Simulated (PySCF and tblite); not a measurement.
Values are calculated unless marked as measured or tabulated.
C7H8O, numbered as in [CH:1]#[C:2][C@@H:3]1[CH2:4][CH2:5][C:6](=[O:7])[CH2:8]1. Search: ETKDG and KDG, MMFF94s, GFN2-xTB, 60 starts; geometries at GFN2-xTB. Energies: PBE0-D3(BJ)/pcSseg-1, with GFN2-xTB thermal terms (modes under about 100 cm⁻¹ blended into free rotors). Symmetry numbers and mirror images are counted. Conformers within 3 kcal/mol (GFN2-xTB free energy) were kept, 10 at most. GIAO shieldings: PBE0/pcSseg-1. Shifts are against TMS (¹H), TMS (¹³C) at the same level; of two unlike H on one atom, a is the less shielded. Codes: tblite and PySCF.

The 5-ring runs over atoms 3–4–5–6–8.

```json
{"conformer": "1", "shape": "5-ring twist (ring torsions -31, 13, 10, -30, 38°)", "point group": "C1", "mirror pair": "no", "ΔE(DFT)": "0.00", "Δ(G−E) at 340 K": "0.00", "δ H4a (ppm)": "1.95"}
{"conformer": "2", "shape": "5-ring twist (ring torsions 30, -11, -12, 31, -38°)", "point group": "C1", "mirror pair": "no", "ΔE(DFT)": "0.13", "Δ(G−E) at 340 K": "-0.11", "δ H4a (ppm)": "2.39"}
```

Energies in kcal/mol; the thermal term leaves out symmetry numbers and mirror images.

**Question.** Work out the weights at 340 K and the ¹H shift of H4a under fast exchange.

**Answer.** RT = 0.676 kcal/mol. Each conformer gets RT ln(σ/g), with σ the rotational symmetry number and g = 2 for a mirror pair: 1: σ = 1, g = 1, G = 0.00 + 0.00 + 0.00 = 0.00, 0.00 above the lowest, exp(−ΔG/RT) = 1.000; 2: σ = 1, g = 1, G = 0.13 − 0.11 + 0.00 = 0.02, 0.02 above the lowest, exp(−ΔG/RT) = 0.969. The sum is 1.969, so the weights are 50.8, 49.2 %. The averaged shift is 2.17 ppm. At 298.15 K it is 2.16 ppm. At 298.15 K the leading conformer alone gives 1.95 ppm and bare DFT energies give 2.15 ppm.
